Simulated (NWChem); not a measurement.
Molecule: SiH2O2, singlet; SMILES O[Si]O

```xyz
5

Si     0.6261     0.0205     0.0000
O     -0.4115     1.3174     0.0000
H     -1.3550     1.1039     0.0000
O     -0.5185    -1.2095     0.0000
H     -0.1674    -2.1067     0.0000
```
Atoms are numbered in this order, from 1.

All runs: NWChem. Low-valent species are run as closed-shell singlets; no triplet was tried in these runs. Geometry: optimised at PBE0/def2-SVP. GIAO values for the isolated, static molecule; σ is the absolute isotropic shielding, δ = σ(reference) − σ with the isolated reference molecule computed at the same levels (1H: tetramethylsilane, 17O: water, 29Si: tetramethylsilane).

```tsv
level	δ Si1 (ppm)	δ O2 (ppm)	δ H3 (ppm)	δ O4 (ppm)	δ H5 (ppm)
LDA (Slater exchange, VWN5)/pcSseg-1	___	___	___	___	___
PBE/pcSseg-1	95.4	193.6	5.32	231.6	5.36
PBE0/pcSseg-2	88.0	175.7	4.73	215.0	4.83
PBE0/pcSseg-1	100.1	179.5	5.08	218.2	5.13
```

Problem. Some entries are withheld; supply them.

Solution. 
- LDA (Slater exchange, VWN5)/pcSseg-1, δ Si1 (ppm): 102.8
- LDA (Slater exchange, VWN5)/pcSseg-1, δ O2 (ppm): 206.6
- LDA (Slater exchange, VWN5)/pcSseg-1, δ H3 (ppm): 5.54
- LDA (Slater exchange, VWN5)/pcSseg-1, δ O4 (ppm): 244.5
- LDA (Slater exchange, VWN5)/pcSseg-1, δ H5 (ppm): 5.59
